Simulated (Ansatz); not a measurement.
C₄H₁₀OSi, SMILES C/C=C/OC[SiH3].

Geometry: PBE0-D3(BJ)/def2-SVP. The structure was generated by enumeration; whether it is a known compound was not checked. One conformer was computed; it need not be the lowest.

Two levels are set side by side: PBE/def2-SVPD (Ansatz, an electronic-structure program) and PBE0/def2-SVPD (Ansatz). Energy differences of separate SCF runs at the same geometry; the states with an electron removed or added have multiplicity 2 and 2. Differences are taken from unrounded values.

```csv
quantity,PBE
vertical ionisation energy (eV),8.15
vertical singlet–triplet gap (eV),4.01
```

Task: These are the PBE values. What does PBE0 give? (The exact figures need the calculation; the answer reports its results.)

Result: 
```csv
quantity,PBE0,PBE minus PBE0
vertical ionisation energy (eV),8.27,-0.12
vertical singlet–triplet gap (eV),3.95,0.06
```

On these quantities the two levels nearly agree.
